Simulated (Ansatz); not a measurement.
# Ligand exchange: SiH3F + C3H3F3 → SiH4 + C3H2F4

Gas-phase species: SiH3F `F[SiH3]`, singlet; C3H3F3 `FC1CC1(F)F`, singlet; SiH4 `[SiH4]`, singlet; C3H2F4 `FC1C(F)C1(F)F`, singlet. The partners trade F for H: Si–F and C–H bonds give way to Si–H and C–F.

Shapes, held fixed at every level: PBE0-D4/def2-TZVP. Programs: Ansatz 0.2.0. The zero-point and thermal change to 298 K, harmonic and unscaled (PBE0-D4/def2-TZVP), is -8.5 kJ/mol.

| level | kind | ΔH(298 K) (kJ/mol) | less CCSD(T)/CBS estimate | CPU time (sum over the molecules) |
| --- | --- | --- | --- | --- |
| SPW92/def2-TZVPP | LDA | +204.3 | -29.2 | 9.1 s |
| r2SCAN-D4/def2-TZVPP | meta-GGA | +221.8 | -11.7 | 37 s |
| B3LYP-D4/def2-TZVPP | global hybrid | +220.6 | -12.9 | 31 s |
| BHLYP-D4/def2-TZVPP | global hybrid | +229.3 | -4.2 | 22 s |
| PBE0-D4/def2-TZVPP | global hybrid | +215.3 | -18.2 | 20 s |
| B2PLYP/def2-TZVPP | double hybrid | +229.1 | -4.4 | 40 s |
| CCSD/def2-SVP | coupled cluster or CI | +199.7 | -33.8 | – |
| CCSD(T)/CBS estimate | coupled cluster or CI | +233.5 | 0.0 | – |

The highest level, CCSD(T)/CBS estimate, gives ΔH(298 K) = +233.5 kJ/mol; the levels span +199.7 to +233.5. The column of differences is taken from that level and isn't an error. No measured value is set beside it here. The CBS estimate extrapolates MP2 from def2-TZVPP and def2-QZVPP and adds CCSD(T) − MP2 in the triple-zeta set, cores frozen. CCSD(T)/CBS estimate lies outside the range of the other correlated levels here, so it shouldn't be taken on trust. Times are processor times on shared x86 and Arm servers, and rough.
